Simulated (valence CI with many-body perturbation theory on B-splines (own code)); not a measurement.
## E1 transitions of Mn¹²⁺

Calculated by configuration interaction combined with many-body perturbation theory (CI+MBPT): three valence electrons over a frozen Dirac-Fock core [Ne], a basis of 11 s, 11 p, 9 d, 7 f, 5 g, 2 h, 1 i functions for each j, with the one-electron correlation potential Σ1, the two-electron term Σ2, the three-electron term Σ3, Breit, model QED; selected CI, second order for the rest, scaled by the run's own slope (own B-spline code, finite nucleus).

No measured spectrum was set against this ion. As an estimate, levels of excited configurations hold to 0.05 to 0.15 % of their energy, terms of the ground configuration to about 0.5 %.

Lines 101 to 150 of 261 in falling wavelength, among levels below 1043200 cm⁻¹, chosen from the strongest by gf and those to the six lowest levels. Wavelengths and rates use the calculated energies, so an error of 300 cm⁻¹ moves a line at 306.6 Å by 0.092 % and its rate by three times that or more. Electric multipoles are in the length gauge, E1 and E2 with the static RPA response of the core. Weak lines are less certain than strong ones. Lines between different terms over intervals too small for the method are left out, as are lines whose strength nearly cancels. Where a level lies close to another of its J and parity, the split of strength between their lines is uncertain. The highest levels of a list are the least certain.

Names give the largest LS component (configuration and term), which can be under half, so a name can repeat, a term be missing and a line seem to break the LS rules; names also repeat where a configuration has a term twice. Letters in brackets count levels of one name in rising energy.

| λ vac (Å) | Upper | Lower | A (s⁻¹) | log gf | Branch % |
| --- | --- | --- | --- | --- | --- |
| 306.6 | 3p²3d ⁴P_3/2 | 3s3p3d ⁴D°_1/2 | 1.68e+09 | -1.02 | 2.9 |
| 306.6 | 3p³ ²D°_3/2 | 3s3p² ⁴P_1/2 | 1.46e+08 | -2.08 | 3.5 |
| 305.7 | 3p²3d ⁴P_5/2 | 3s3p3d ⁴D°_3/2 | 1.23e+09 | -0.98 | 2.4 |
| 305.3 | 3p²3d ⁴P_3/2 | 3s3p3d ⁴D°_3/2 | 3.35e+09 | -0.73 | 5.8 |
| 304.7 | 3p²3d ⁴D_3/2 | 3s3p3d ⁴F°_3/2 | 2.90e+09 | -0.79 | 15.4 |
| 303.8 | 3p²3d ⁴P_5/2 | 3s3p3d ⁴P°_5/2 | 2.19e+09 | -0.74 | 4.2 |
| 303.0 | 3p²3d ²F_5/2 [b] | 3s3p3d ²F°_5/2 [a] | 6.10e+09 | -0.30 | 10.4 |
| 301.3 | 3p³ ⁴S°_3/2 | 3s3p² ⁴P_3/2 | 1.06e+10 | -0.24 | 34.3 |
| 297.4 | 3p²3d ²D_3/2 [b] | 3s3p3d ²D°_5/2 [a] | 2.93e+09 | -0.81 | 10.8 |
| 295.9 | 3p³ ⁴S°_3/2 | 3s3p² ⁴P_1/2 | 5.59e+09 | -0.53 | 18.0 |
| 294.8 | 3s3p² ²S_1/2 | 3s²3p ²P°_1/2 | 1.45e+10 | -0.42 | 90.2 |
| 293.4 | 3s3p3d ²P°_3/2 [b] | 3s²3d ²D_5/2 | 2.03e+10 | 0.02 | 34.5 |
| 293.1 | 3s3p3d ²P°_1/2 [b] | 3s²3d ²D_3/2 | 2.51e+10 | -0.19 | 44.2 |
| 291.2 | 3s3p3d ²D°_3/2 [b] | 3s²3d ²D_5/2 | 4.60e+09 | -0.63 | 6.9 |
| 290.4 | 3s3p3d ²D°_5/2 [b] | 3s²3d ²D_5/2 | 1.71e+10 | 0.11 | 24.0 |
| 289.9 | 3s3p3d ²D°_3/2 [b] | 3s²3d ²D_3/2 | 1.74e+10 | -0.06 | 26.3 |
| 289.6 | 3p²3d ²P_3/2 [b] | 3s3p3d ²D°_3/2 [a] | 4.12e+09 | -0.68 | 13.7 |
| 289.6 | 3s3p² ²P_1/2 | 3s²3p ²P°_3/2 | 1.84e+10 | -0.33 | 57.8 |
| 284.1 | 3p²3d ²D_5/2 [b] | 3s3p3d ²D°_5/2 [a] | 4.23e+09 | -0.51 | 19.3 |
| 283.7 | 3s3p² ²P_3/2 | 3s²3p ²P°_3/2 | 2.97e+10 | 0.16 | 81.7 |
| 279.8 | 3p²3d ²F_5/2 [b] | 3s3p3d ²D°_3/2 [a] | 1.00e+10 | -0.15 | 17.1 |
| 279.2 | 3p²3d ²F_5/2 [a] | 3p³ ²D°_3/2 | 2.06e+09 | -0.84 | 39.3 |
| 277.3 | 3s3p² ²P_1/2 | 3s²3p ²P°_1/2 | 1.34e+10 | -0.51 | 42.2 |
| 277.0 | 3p²3d ²F_7/2 [b] | 3s3p3d ²D°_5/2 [a] | 1.09e+10 | 0.00 | 18.1 |
| 277.0 | 3p²3d ²F_7/2 [a] | 3p³ ²D°_5/2 | 2.87e+09 | -0.58 | 46.5 |
| 275.1 | 3p²3d ²D_5/2 [a] | 3p³ ²P°_3/2 | 1.69e+09 | -0.94 | 3.5 |
| 273.5 | 3s3p3d ⁴P°_5/2 | 3s3p² ²D_3/2 | 3.45e+07 | -2.63 | 0.1 |
| 271.9 | 3s3p3d ⁴D°_3/2 | 3s3p² ²D_3/2 | 3.85e+08 | -1.77 | 1.2 |
| 271.9 | 3s3p² ²P_3/2 | 3s²3p ²P°_1/2 | 6.67e+09 | -0.53 | 18.3 |
| 270.8 | 3p²3d ²D_3/2 [a] | 3p³ ²P°_1/2 | 2.81e+09 | -0.91 | 6.2 |
| 268.1 | 3p²3d ⁴P_5/2 | 3p³ ²P°_3/2 | 4.36e+09 | -0.55 | 8.4 |
| 267.3 | 3s3p3d ⁴F°_3/2 | 3s3p² ⁴P_5/2 | 1.08e+06 | -4.34 | 0.1 |
| 266.0 | 3p³ ²P°_3/2 | 3s3p² ⁴P_5/2 | 1.58e+08 | -2.17 | 1.2 |
| 265.6 | 3s3p3d ⁴P°_1/2 | 3s3p² ²D_3/2 | 2.93e+07 | -3.21 | 0.1 |
| 265.3 | 3s3p3d ⁴P°_3/2 | 3s3p² ²D_3/2 | 2.34e+07 | -3.01 | 0.1 |
| 265.2 | 3s3p3d ⁴D°_5/2 | 3s3p² ²D_3/2 | 5.38e+07 | -2.47 | 0.2 |
| 264.9 | 3s3p3d ⁴F°_5/2 | 3s3p² ⁴P_5/2 | 5.99e+07 | -2.42 | 25.3 |
| 264.8 | 3p²3d ²P_3/2 [a] | 3p³ ²D°_5/2 | 1.18e+10 | -0.30 | 56.4 |
| 262.9 | 3p²3d ²P_3/2 [a] | 3p³ ²D°_3/2 | 2.53e+09 | -0.98 | 12.1 |
| 262.2 | 3p³ ²P°_1/2 | 3s3p² ⁴P_3/2 | 1.70e+07 | -3.45 | 0.1 |
| 261.8 | 3s3p3d ⁴F°_3/2 | 3s3p² ⁴P_3/2 | 1.21e+08 | -2.30 | 12.3 |
| 261.6 | 3s3p3d ⁴F°_7/2 | 3s3p² ⁴P_5/2 | 2.06e+08 | -1.77 | 97.5 |
| 260.5 | 3p³ ²P°_3/2 | 3s3p² ⁴P_3/2 | 2.73e+08 | -1.95 | 2.0 |
| 260.2 | 3p²3d ⁴D_1/2 | 3p³ ²D°_3/2 | 4.55e+09 | -1.03 | 24.3 |
| 260.0 | 3s3p3d ²P°_3/2 [a] | 3s3p² ²P_3/2 | 9.53e+09 | -0.41 | 20.4 |
| 259.5 | 3s3p3d ⁴F°_5/2 | 3s3p² ⁴P_3/2 | 1.15e+08 | -2.16 | 48.5 |
| 258.0 | 3p³ ²P°_1/2 | 3s3p² ⁴P_1/2 | 1.14e+07 | -3.64 | 0.1 |
| 257.6 | 3s3p3d ⁴F°_3/2 | 3s3p² ⁴P_1/2 | 6.30e+06 | -3.60 | 0.6 |
| 257.6 | 3s3p3d ²D°_3/2 [a] | 3s3p² ²D_5/2 | 2.51e+09 | -1.00 | 7.8 |
| 257.3 | 3s3p3d ²D°_5/2 [a] | 3s3p² ²D_5/2 | 2.66e+10 | 0.20 | 84.4 |
